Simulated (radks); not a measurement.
Species: the cerium ion Ce2+. Configuration: [Xe] 4f2. All-electron calculation, Dirac Kohn-Sham, LDA (Slater exchange, Perdew-Wang correlation), spin-unpolarised, spherical densities, point nucleus; open shells fill j = l - 1/2 first. Program: a radial shooting solver on a logarithmic mesh with Libxc functionals. Some entries of the table are withheld. Estimate them.

orbital,occ.,eigenvalue (eV),<1/r> (bohr^-1)
1s1/2,2,-40201.31,63.30
2s1/2,2,-6440.114,(1)
2p1/2,2,-6083.437,14.91
2p3/2,4,-5637.349,13.51
3s1/2,2,-1389.896,5.382
3p1/2,2,-1238.558,(2)
3p3/2,4,-1150.916,(3)
3d3/2,4,-885.4050,4.816
3d5/2,6,-866.5560,4.727
4s1/2,2,-285.3368,2.231
4p1/2,2,-229.2251,2.126
4p3/2,4,-210.3994,2.009
4d3/2,4,-118.2604,1.786
4d5/2,6,-114.9894,1.757
5s1/2,2,-50.1564,(4)
5p1/2,2,(5),0.7578
5p3/2,4,(6),0.7172
4f5/2,2,-13.3203,1.138
4f7/2,0,-13.0294,1.125

Answer. 
(1) 2s1/2 <1/r> (bohr^-1): 14.92
(2) 3p1/2 <1/r> (bohr^-1): 5.299
(3) 3p3/2 <1/r> (bohr^-1): 4.948
(4) 5s1/2 <1/r> (bohr^-1): 0.8626
(5) 5p1/2 eigenvalue (eV): -35.1782
(6) 5p3/2 eigenvalue (eV): -32.5456
